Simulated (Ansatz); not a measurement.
Molecule: C2H7O2Si, charge -1, multiplicity 1. It need not be the lowest isomer of its formula. Whether it binds its extra electron was not tested at this geometry. SMILES: [CH2-][Si](C)(O)O
Structure (B3LYP-D3(BJ)/def2-TZVP (Ansatz, a program for electronic structure) minimum search):
```xyz
12

Si     0.1280    -0.0341    -0.0158
C      1.5723    -1.0135     0.1014
C     -1.3196    -0.9245    -0.8676
O     -0.5174     0.4899     1.4932
O      0.2185     1.5022    -0.7503
H      2.5595    -0.5999     0.2917
H      1.5807    -2.0264    -0.2929
H     -1.1769    -0.9633    -1.9506
H     -2.2647    -0.4103    -0.6663
H     -1.4096    -1.9510    -0.5001
H     -0.0431    -0.0341     2.1473
H     -0.1628     2.1538    -0.1546
```
Charge -1, spin multiplicity 1.

Parts of the frozen-core correlation energy in 6-31G* (Ansatz, hartree). Frozen orbitals: 9; correlated occupied orbitals by spin: 16 and 16; virtual: 68 and 68. No spin-orbit coupling. Non-relativistic.

```csv
term,value
reference (HF),-518.48769
MP2 opposite-spin,[?]
MP2 same-spin,-0.18137
CCSD correlation,[?]
(T),[?]
T1 diagnostic,0.012
largest doubles amplitude,0.038
```

Fill in the missing entries.


- MP2 opposite-spin, value: -0.53167
- CCSD correlation, value: -0.75549
- (T), value: -0.01767
